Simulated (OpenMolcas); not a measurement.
W4+ (d2) in a complex was computed by CASSCF with the d shell active (OpenMolcas, ANO-RCC-VTZP on the metal). Its lowest spin-free states, and all those of the highest spin:

| 2S+1 | Degeneracy | E (cm-1) |
| --- | --- | --- |
| 3 | 1 | 0.0 |
| 1 | 2 | 8859 |
| 3 | 3 | 9327 |
| 3 | 3 | 13866 |
| 1 | 1 | 15110 |
| 1 | 3 | 17992 |
| 1 | 3 | 19125 |
| 3 | 3 | 21580 |
| 1 | 2 | 25679 |
| 1 | 3 | 28311 |
| 1 | 1 | 39728 |

Problem. Is the site octahedral, tetrahedral or cube-like, axial, or of lower symmetry?

Solution. The states with 2S+1 = 3 have orbital degeneracies 1, 3, 3, 3. Threefold states need a cubic site. For d2 at this spin an octahedron puts the threefold T1 below the threefold T2 and a tetrahedron or cube puts the single A2 below the threefold T2, so the site is a tetrahedron or a cube, which this pattern cannot tell apart. The first gap at this spin, 9330 cm-1, is |10Dq| in ligand-field theory. The run had W4+ with 4 ligands (bromide) in tetrahedral coordination (Td) at 2.44 Å. Ligand basis ANO-RCC-VDZP.

Without dynamic correlation the repulsion within the d shell is too large (B by tens of per cent), so at a given field states of lower spin stand too high. The least metal-like active orbital is 68 % on the metal (Löwdin) and no ligand orbital is active, so the numbers are rough. With metal d orbitals alone the field can be off either way by tens of per cent. Ligand-to-metal charge-transfer states are missing. With no ligand orbital active B as a rule stays too high, so bands that hang on it stand too high and its fall with covalency is understated. No measured value stands beside these numbers; the geometry is a model, was not optimised and need not be the one that this ion takes.
